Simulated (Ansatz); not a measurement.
Reading a saddle point

A first-order saddle point of GeH$_{5}$ClO$_{2}$, singlet, PBE0-D4/def2-TZVP, with one imaginary mode of 166i cm⁻¹:

Ge1  (-0.396, 0.875, -0.565)
Cl2  (0.394, -1.168, -2.021)
H3  (-1.797, 0.423, -0.963)
H4  (-0.499, 1.656, 0.771)
H5  (0.449, 1.700, -1.530)
H6  (0.616, -1.246, -0.226)
O7  (0.634, -0.512, 0.508)
O8  (-0.040, -0.946, 1.678)
H9  (0.639, -0.782, 2.347)
(Å)

Program: Ansatz 0.2.0. Basis: def2-TZVPP and def2-QZVPP. Cores are frozen in the correlated methods. Filled d shells of the heavier atoms are correlated. The def2 sets are not built for correlating such inner shells, so the correlated values are less sure here. Extrapolation: Hartree–Fock as exp(−7.88 √X), correlation as X^−2.97.

(1) Which contacts change along the imaginary mode, and what lies on either side? (Judge from chemistry; the calculation decides.)

(2) Which side is lower, and how far does the saddle lie above each? (Judge from chemistry; the value comes from the calculation.)

The T1 diagnostic stays at or below 0.013.

Results:

(1) By the calculation: The step is GeH₃Cl ([Cl][GeH3]) + H₂O₂ ([OH][OH]) → GeH₄O₂ ([OH][O][GeH3]) + HCl, with the molecules in contact on both sides. Shortening one way: Ge1–O7, Cl2–H6; lengthening the same way: Ge1–Cl2, H6–O7.
```tsv
pair	one side (Å)	saddle (Å)	other side (Å)
Ge1–O7	3.76	2.03	1.83
Cl2–H6	2.36	1.81	1.31
Ge1–Cl2	2.18	2.63	4.14
H6–O7	0.97	1.04	1.77
```

(2) The calculation gives: The side with Ge1–Cl2, H6–O7 short is lower by 0.472 eV; the saddle lies 1.245 eV above it and 0.772 eV above the other (CCSD(T) at an estimated basis limit (MP2 extrapolated from triple and quadruple zeta, plus CCSD(T) − MP2 in triple zeta); electronic energies).

Labels in which every atom is bracketed show which atoms are joined, not bond orders.

For scale, one of the runs: CCSD(T)/def2-TZVPP, 222 basis functions (an equivalent command: `ansatz run in.yaml --threads 4`). Hardware: 4 CPU threads, shared host. Wall time 2.6 min; peak host memory 3.6 GiB.
